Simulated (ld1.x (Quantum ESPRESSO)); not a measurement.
# Building the PAW potential for selenium (PBE, scalar-relativistic).

```json
{"Element": "selenium (Se)", "Generator": "ld1.x (Quantum ESPRESSO) 7.5", "Type": "PAW", "Functional": "PBE", "Relativity": "scalar-relativistic", "Frozen core": "[Ar] 3d10", "Valence charge": "6", "Reference configuration": "4s1 4p5", "Partial waves": "4s (bound): rcut 1.40, rcutus 1.75 bohr; 4s channel at -0.75 Ry: rcut 1.40, rcutus 1.75 bohr; 4p (bound): rcut 1.70, rcutus 2.10 bohr; 4p channel at 0.75 Ry: rcut 1.70, rcutus 2.10 bohr", "Local potential": "all-electron potential smoothed inside 2.00 bohr (lloc = -1)", "Core correction": "Bessel-smoothed model core inside 1.70 bohr", "Augmentation charge": "PSQ, inside the norm-conserving radii"}
```

All-electron outer shells of the reference configuration (PBE, scalar-relativistic, ld1.x):

```json
{"shell": "3p", "level (eV)": "-154.61", "outermost node (bohr)": "0.21", "outermost maximum (bohr)": "0.50"}
{"shell": "3d", "level (eV)": "-54.72", "outermost node (bohr)": "–", "outermost maximum (bohr)": "0.45"}
{"shell": "4s", "level (eV)": "-18.11", "outermost node (bohr)": "0.70", "outermost maximum (bohr)": "1.51"}
{"shell": "4p", "level (eV)": "-7.13", "outermost node (bohr)": "0.74", "outermost maximum (bohr)": "1.80"}
```

Calculated quality:

* Cutoffs needed: 15 Ry and 18 Ry (the cutoffs (Ry, on a coarse ladder) from which the occupation-weighted sum of valence levels, in a spherical-Bessel basis at the reference potential, stays within 10 and 1 mRy of its value at 400 Ry)
* Ghost test: no extra level below or beside the all-electron valence levels (s, p, d, f tested) (spherical-Bessel basis up to 400 Ry, 20 bohr box)
* Largest excitation error: -212 meV (all-electron minus pseudo) for 4s2 4p0, out of 7 test configurations
* Lowest eigenvalue of the overlap operator: 0.39 (s channel)
* Density cutoff estimated by the generator: 102 Ry

Generation and tests took about 1.8 s on one core of a shared server CPU.
